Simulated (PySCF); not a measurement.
**How methods differ on the interval between two levels of Sr**

Sr [Kr] 5s2 → Sr [Kr] 5p2 [3P2, M_J = 2], as a difference of total energies. All numbers are calculated (PySCF 2.14, the two-component X2C-1e Hamiltonian, in x2c-TZVPall-2c). Correlated levels: [Ar] 3d10 frozen; the 6 highest virtual spinors dropped. "Screened" scales the spin-orbit matrix elements by Boettger's factors to mimic the two-electron term; Breit and QED terms are absent.

| method | interval between two levels (cm⁻¹) | error (cm⁻¹) |
| --- | --- | --- |
| GHF (spin-free) | 31412 | -4263 |
| GMP2 (spin-free) | 37766 | +2091 |
| GHF (screened spin-orbit) | 31555 | -4119 |
| GMP2 (screened spin-orbit) | 37917 | +2242 |

Reference: 35675 cm⁻¹ (measured; NIST Handbook of Basic Atomic Spectroscopic Data (Sansonetti and Martin, J. Phys. Chem. Ref. Data 34, 1559 (2005))).

The spin-free rows relax to the high-spin LS determinant and lack the spin-orbit shift.

Errors of the correlated levels include the incompleteness of this basis and the frozen core.

The labels give the starting determinants; with spin-orbit coupling the two ends relaxed to ⟨J²⟩ = 0.00, ⟨L²⟩ = 0.01, ⟨S²⟩ = 0.01 and ⟨J²⟩ = 6.00, ⟨L²⟩ = 2.02, ⟨S²⟩ = 2.00.
